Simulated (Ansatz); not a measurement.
Reaction (ligand exchange at the Si–N bond): `CN([SiH2]F)[SiH](O)O` + `[SiH3]N[SiH3]` → `F[SiH2]N([SiH3])[SiH3]` + `CN[SiH](O)O`

Program: Ansatz. Geometries: PBE0-D4/def2-TZVP. ΔE: electronic, gas phase. CCSD(T)/CBS is the MP2 limit (def2-TZVPP, def2-QZVPP) plus CCSD(T) − MP2 in def2-TZVPP, frozen cores. This one scheme is used for every species. DFT in def2-TZVPP. B3LYP here is the variant with VWN-RPA as its local correlation; programs differ in this. One conformer a species, not always the lowest.

```
          level  ΔE (eV)
       B3LYP-D4    -0.05
         r2SCAN    -0.05
CCSD/def2-TZVPP    -0.06
 MP2/def2-QZVPP    -0.07
```

Problem. What does CCSD(T)/CBS give? (An estimate is asked.)

Solution. Ansatz gave: -0.07 eV. The listed levels differ from it by 0.02, 0.02, 0.01, 0.00 eV.

Largest T1 diagnostic among the species: 0.012.
